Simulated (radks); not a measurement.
Effect of the nuclear size on neutral antimony, [Kr] 4d10 5s2 5p3. Calculated with a radial shooting solver on a logarithmic mesh with Libxc functionals: Dirac Kohn-Sham, exchange-only LDA, spin-unpolarised, spherical densities, finite nucleus; open shells are shared between the two j in proportion to 2j + 1; Fermi nuclear charge, rms radius 4.6802 fm. The rms radius is varied about that value; shifts are against it.

rms radius (fm),total energy shift (eV),density at nucleus (e/bohr^3),1s1/2 shift (meV),2s1/2 shift (meV),4p1/2 shift (meV),5s1/2 shift (meV)
4.025,-1.21,2.131e+05,-506,-58.4,0.180,-0.233
4.2496,-0.811,2.113e+05,-340,-39.2,0.121,-0.156
4.6802,0,2.081e+05,0.000,0.000,0.000,0.000
4.8674,0.373,2.068e+05,156,18.0,-0.056,0.072
5.3261,1.34,2.038e+05,561,64.7,-0.200,0.258

Slopes of the eigenvalues against <r^2> in GHz/fm^2, as finite differences over the two radii next to the reference (eigenvalue slopes, not the field-shift constants of lines): 1s1/2 21300, 2s1/2 2460, 4p1/2 -7.59, 5s1/2 9.80.
